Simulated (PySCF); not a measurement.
Species: C6H10FN3.
Bonds: C1–C2, C2–C3, C3–N4, N4–N5 (aromatic), N5–C6 (aromatic), C6–C7, C6–C8 (aromatic), C8–F9, C8–N10 (aromatic), N4–N10 (aromatic). Hydrogens: H11, H12, H13 on C1; H14, H15 on C2; H16, H17 on C3; H18, H19, H20 on C7.

The same species was optimised twice, with GFN2-xTB and with PBE0-D3(BJ)/def2-SVP (PySCF), and the same property calculations (PySCF, gas phase) were run on both structures.

```
     coordinate  GFN2-xTB  PBE0-D3(BJ)/def2-SVP  change
      C8–F9 (Å)     1.328                 1.314  -0.014
      C3–N4 (Å)     1.434                 1.447  +0.013
      C2–C3 (Å)     1.531                 1.521  -0.010
     C8–N10 (Å)     1.323                 1.317  -0.006
     N4–N10 (Å)     1.312                 1.318  +0.006
      N4–N5 (Å)     1.309                 1.315  +0.006
      N5–C6 (Å)     1.330                 1.334  +0.004
      C1–C2 (Å)     1.523                 1.519  -0.004
      C6–C7 (Å)     1.483                 1.486  +0.003
      C6–C8 (Å)     1.402                 1.405  +0.003
   C1–C2–C3 (°)     111.7                 113.4    +1.7
   C2–C3–N4 (°)     110.9                 112.3    +1.4
   N4–N5–C6 (°)     105.9                 104.9    -1.0
  N5–N4–N10 (°)     115.0                 115.9    +0.9
  N4–N10–C8 (°)     103.6                 102.8    -0.8
  F9–C8–N10 (°)     122.6                 121.8    -0.8
  C6–C8–N10 (°)     109.7                 110.5    +0.8
  C3–N4–N10 (°)     122.3                 121.5    -0.8
C1–C2–C3–N4 (°)       -67                   -60      +7
C2–C3–N4–N5 (°)       105                   111      +6
```

Rotational constants: A = 2447, B = 851.9, C = 738.6 MHz (GFN2-xTB) against A = 2415, B = 851.9, C = 750.1 MHz (PBE0-D3(BJ)/def2-SVP). Point groups within 0.08 Å: C1 and C1.

On the GFN2-xTB structure: HOMO (eV) -7.22 [PBE0/pcSseg-1]; LUMO (eV) -0.16 [PBE0/pcSseg-1]; dipole (D) 1.83 [PBE0/pcSseg-1]; GIAO shielding of C1 (ppm) 173.4 [PBE0/pcSseg-1]; GIAO shielding of C2 (ppm) 158.2 [PBE0/pcSseg-1]; GIAO shielding of C3 (ppm) 128.3 [PBE0/pcSseg-1]; GIAO shielding of N4 (ppm) 11.7 [PBE0/pcSseg-1]; GIAO shielding of N5 (ppm) -103.5 [PBE0/pcSseg-1]; GIAO shielding of C6 (ppm) 56.3 [PBE0/pcSseg-1]; GIAO shielding of C7 (ppm) 177.0 [PBE0/pcSseg-1]; GIAO shielding of C8 (ppm) 15.9 [PBE0/pcSseg-1].

Task: What do these properties become on the PBE0-D3(BJ)/def2-SVP structure?

Result: 
```tsv
property	level	on GFN2-xTB	on PBE0-D3(BJ)/def2-SVP	change
HOMO (eV)	PBE0/pcSseg-1	-7.22	-7.18	+0.04
LUMO (eV)	PBE0/pcSseg-1	-0.16	-0.19	-0.03
dipole (D)	PBE0/pcSseg-1	1.83	1.73	-0.10
energy, GFN2-xTB geometry as zero (kcal/mol)	PBE0/pcSseg-1	0.0	-1.0	-1.0
GIAO shielding of C1 (ppm)	PBE0/pcSseg-1	173.4	172.2	-1.2
GIAO shielding of C2 (ppm)	PBE0/pcSseg-1	158.2	158.4	+0.2
GIAO shielding of C3 (ppm)	PBE0/pcSseg-1	128.3	126.7	-1.6
GIAO shielding of N4 (ppm)	PBE0/pcSseg-1	11.7	9.2	-2.5
GIAO shielding of N5 (ppm)	PBE0/pcSseg-1	-103.5	-108.0	-4.5
GIAO shielding of C6 (ppm)	PBE0/pcSseg-1	56.3	56.2	-0.1
GIAO shielding of C7 (ppm)	PBE0/pcSseg-1	177.0	175.3	-1.7
GIAO shielding of C8 (ppm)	PBE0/pcSseg-1	15.9	17.3	+1.4
```

The heavy atoms differ by 0.095 Å rms after alignment. Among bonds between heavy atoms C3–N4 and C8–F9 change most and about equally (-0.014 to +0.013 Å). Changes are differences of the printed values. Neither structure is proved a minimum here.

Conformer computed: `[CH3:1][CH2:2][CH2:3][n:4]1[n:5][c:6]([CH3:7])[c:8]([F:9])[n:10]1`: C1–C2–C3–N4 -60°, C2–C3–N4–N5 111°.
